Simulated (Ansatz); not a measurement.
The first iterations of a band of CH$_{4}$Sb (6 atoms, charge 0, multiplicity 2).

Theory: UKS PBE0/def2-SVP (Ansatz).

- movable images: 7
- climbing image: yes
- spring: 5.0 eV/Å²
- optimiser: quadratic models (default)
- start path: through a guess of the saddle point
- force threshold: 0.05 eV/Å
- iteration limit: 60
- end points: relaxed

First end point:

```xyz
6
Properties=species:S:1:pos:R:3
C -0.223 -0.365 -0.465
Sb 0.249 0.033 1.625
H -0.914 0.399 -0.847
H -0.695 -1.354 -0.547
H 0.696 -0.351 -1.068
H 0.930 1.573 1.256
```

Last end point:

```xyz
6
Properties=species:S:1:pos:R:3
C -0.101 -0.322 -0.536
Sb 1.197 0.369 1.072
H -0.529 0.538 -1.070
H -0.919 -0.930 -0.124
H 0.485 -0.930 -1.238
H -0.091 1.210 1.850
```

| iteration | highest image above the first end (eV) | largest band force component (eV/Å) |
| --- | --- | --- |
| 1 | 0.272 | 3.758 |
| 2 | 0.074 | 1.136 |

Does the band converge within its limit, and where does its top end?

It converged. It ended after 5 iterations with the highest image 0.029 eV above the first end. A vibrational analysis at the climbing image gives one clearly imaginary mode, 159i cm⁻¹: a first-order saddle point.

Run time: 3.3 min on 1 thread of Arm Neoverse N1, on a shared host, peak memory 0.22 GiB.
